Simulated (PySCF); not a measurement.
SMILES C(OCC[CH2])(C)=O (C5H9O2), doublet at its GFN2-xTB optimised geometry (Å):

```
16

C     -0.4853    -0.4446    -1.1995
C      0.0329     0.2322     0.0000
C     -0.4565    -0.4093     1.2905
O      0.0971     0.3109     2.3930
C     -0.3805     0.0141     3.6059
C      0.2902     0.8422     4.6706
O     -1.2337    -0.8100     3.8020
H     -0.2156    -0.0840    -2.1718
H     -1.1327    -1.2936    -1.1199
H     -0.2552     1.2936     0.0000
H      1.1327     0.2322     0.0000
H     -0.1387    -1.4560     1.3539
H     -1.5495    -0.3814     1.3584
H     -0.4694     1.3477     5.2616
H      0.9616     1.5648     4.2187
H      0.8458     0.1821     5.3330
```

Calculation: unrestricted PBE0/def2-TZVP (PySCF). Cells within 0.4 Å of a nucleus heavier than hydrogen are left out (blank, or x).

Map of the electrostatic potential (hartree/e), clipped to [-0.08, 0.12] on the plane z = 1.5 Å:

```
|11111111111111111111111111111|
|11111111111111111111111111111|
|11111111111111111111111111111|
|11111111111111111111111111111|
|11111111111111111111111111111|
|11111111111111000000111111111|
|11111111111110000000011111111|
|11111111111110000000001111111|
|11111111111111000000000111111|
|11111112222221110000000111111|
|11111222223344431000000111111|
|11112223345789974200000111111|
|11122345579999998410000111111|
|11123479999999999521001111111|
|11124799999999999631111111111|
|11124999999xxx999732111111111|
|11124999999xxx999632111111111|
|11123699999999999532111111111|
|11112469999999999532111111111|
|01111234469999999532211111111|
|00011112236999999532211111111|
|00000111124999999432211111111|
|00000001113599996422211111111|
|00000000112357764322111111111|
|00000000111233433222111111111|
|00000000011122222221111111111|
|00000000011111222111111111111|
|00000000011111111111111111111|
|00000000011111111111111111111|
```
Scale: ten equal steps from -0.019 (start of '0') to 0.120 (end of '9'), in the order '0123456789'; x runs from -3.50 to 3.50, y from -3.50 (bottom) to 3.50 (top).
